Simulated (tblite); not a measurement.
Species: C₄H₉N₂PSi₂.
SMILES with atom numbers: `[CH3:1][C:2]#[C:3][Si@@:4]([NH2:5])([PH2:6])[SiH2:7][C:8]#[N:9]` (hydrogens: H10, H11, H12 on C1; H13, H14 on N5; H15, H16 on P6; H17, H18 on Si7)

Geometry (GFN2-xTB, Å), atoms numbered from 1 in this order:
```
atom  x, y, z in Å
C1     2.6547    2.2261    1.0904
C2     1.6876    1.1916    0.8077
C3     0.8840    0.3245    0.5664
Si4   -0.3996   -0.9674    0.1959
N5     0.1431   -2.6062    0.3377
P6    -1.9466   -0.7535    1.8275
Si7   -1.1042   -0.7264   -2.0161
C8    -1.8916    0.9603   -2.1653
N9    -2.3722    2.0003   -2.2110
H10    2.2486    3.1958    0.8042
H11    3.5711    2.0452    0.5289
H12    2.8865    2.2395    2.1551
H13    0.9252   -2.9173   -0.2152
H14    0.1878   -3.0237    1.2541
H15   -2.9632   -1.3511    1.1020
H16   -2.3304    0.5124    1.4250
H17   -2.1619   -1.6324   -2.4843
H18   -0.0278   -0.7111   -3.0144
```

Computed with GFN2-xTB (tblite): harmonic, unscaled wavenumbers at the GFN2-xTB geometry, gas phase. Against measured fundamentals such values can be off by several per cent, at times by over 20. Modes of hydrogen on phosphorus and silicon can be 10 to 20 % off. One conformer, not necessarily the lowest. The optimisation stopped once no atom felt more than 0.01 eV/Å.

Lowest wavenumbers of the output (negative numbers stand for imaginary wavenumbers):
```
mode    cm-1
  1     -25.2
  2       6.6
  3      40.1
  4      54.4
  5      67.2
  6      87.7
  7     108.5
  8     143.3
  9     154.9
 10     209.8
```

Task: Is this structure a minimum?

Result: Not by this Hessian. 1 mode is imaginary beyond 20i (25i cm⁻¹), so at this level the point lies at or near a first-order saddle. The curvature is small, so loose convergence or finite differences may be the whole cause.

Task: Which atoms move in the imaginary mode?

Result: 25i: H10 (methyl hydrogen) 34 %, H12 (methyl hydrogen) 33 %, H11 (methyl hydrogen) 32 %. These are shares of the mass-weighted motion.

Task: What is the remedy?

Result: Step along that mode in both directions, optimise again with tighter thresholds and repeat the frequencies. The zero-point energy of this point (72.0 kcal/mol) counts the 47 real modes alone, and thermal corrections from it aren't those of a minimum.
